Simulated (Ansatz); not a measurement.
The same path of CH3BiF2 (7 atoms, charge 0, multiplicity 1) was run 3 times with different band settings. The coordinate that changes most is the height of Bi2 over the plane of its neighbours.

These are results of Ansatz 0.2.0, RHF/def2-SVP, not measurements.

Relaxed end points:

```xyz
7
Properties=species:S:1:pos:R:3
C -0.297 0.802 -0.312
Bi 0.923 -1.075 -0.423
F 1.575 -0.854 1.469
F -0.657 -2.222 0.069
H -0.979 0.856 -1.161
H -0.862 0.752 0.617
H 0.358 1.673 -0.304
```

```xyz
7
Properties=species:S:1:pos:R:3
C -0.414 0.805 -0.129
Bi 0.054 -1.091 0.976
F 2.038 -0.846 0.728
F -0.194 -2.216 -0.677
H -0.808 0.520 -1.103
H -1.138 1.415 0.411
H 0.523 1.346 -0.251
```

Common settings: optimiser quadratic models (default); start path through a guess of the saddle point; force threshold 0.05 eV/Å; iteration limit 60; end points relaxed.

| run | movable images | climbing image | spring |
| --- | --- | --- | --- |
| 1 | 7 | yes | 5.0 eV/Å² |
| 2 | 1 | no | 5.0 eV/Å² |
| 3 | 7 | yes | 2.0 to 10.0 eV/Å², energy-weighted |

(1) What does each run give, and how far can it be trusted?

Answers

(1) Run 1: converged after 7 iterations, highest image 1.492 eV above the first end. A vibrational analysis at the climbing image gives one clearly imaginary mode, 158i cm⁻¹, and a faint second one (29i cm⁻¹) that may be numerical noise or a soft torsion: probably a first-order saddle point.
Run 2: converged after 6 iterations, highest image 1.492 eV above the first end. Neighbouring images differ by up to 1.5 eV, so the band resolves the path poorly. No image climbed, so the highest image needn't sit at the top of the path. So few images can step over the top or miss a turn of the path.
Run 3: converged after 7 iterations, highest image 1.492 eV above the first end. Another band between the same ends (7 images) ends at a top of the same energy, where a vibrational analysis finds 1 clearly imaginary mode.
